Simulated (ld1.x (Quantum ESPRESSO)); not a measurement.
Results of a calculation; reference values are marked as such.
**Hardness and transferability of assorted potentials**

Generated with ld1.x 7.5 (TM, RRKJ, ultrasoft, PAW), atompaw 4.2 or ONCVPSP 4.0.1. The cutoff is in Ry: for ld1.x and atompaw files where the sum of valence levels is converged to 10 mRy in a Bessel basis, for ONCV files where the hardest occupied wave has 1 mHa per electron of residual kinetic energy. The error is the largest all-electron minus pseudo excitation energy over each file’s own four to seven test configurations (ionisations up to +4, promotions, holes and added fractions of an electron), all of which were solved. The labels leave out finer settings (local radius, basis sizes, second energies), which also bear on the numbers. Spin-polarised tests are not counted. The rows are a selection from randomly drawn settings: files with unsolved tests, undetermined cutoffs or missed reference levels are left out.

A true bound ghost makes a file unfit for plane-wave use even where its test errors are small: the radial tests pick states by their node count and pass the ghost by.

```tsv
element	potential	cutoff (Ry)	largest error (meV)	bound ghosts
Al	PAW, PBE, scalar-relativistic, rc 1.90/2.65 (sp), local smoothed, core correction yes, reference 3s2 3p1	8	-18	none
Fe	TM, LDA (PZ), scalar-relativistic, rc 1.80/1.10/1.05 (spd), local d, core correction no, reference 3p6 3d6 4s1 4p0	180	-53	s
Mo	TM, PBEsol, scalar-relativistic, rc 2.90/2.75/2.10 (spd), local s, core correction yes, reference 4d5 5s0 5p0	40	-750	none
```

Task: Fill in the row for O: ultrasoft, PBE, scalar-relativistic, rc 0.70/1.00 (sp), local smoothed, core correction yes, reference 2s1 2p5.

Result: cutoff 70 Ry, largest error +124 meV, bound ghosts: none.

Task: Fill in the row for K: TM semilocal, BLYP, scalar-relativistic, rc 2.80/3.70/2.85 (spd), local s, core correction yes, reference 4s0.5 4p0.5.

Result: cutoff 6 Ry, largest error +2.8 meV, bound ghosts: none.

Task: Fill in the row for I: TM, PBE, fully relativistic, rc 1.55/2.05/2.10 (spd), local s, core correction yes, reference 5s2 5p4.

Result: cutoff 35 Ry, largest error -78 meV, bound ghosts: none.
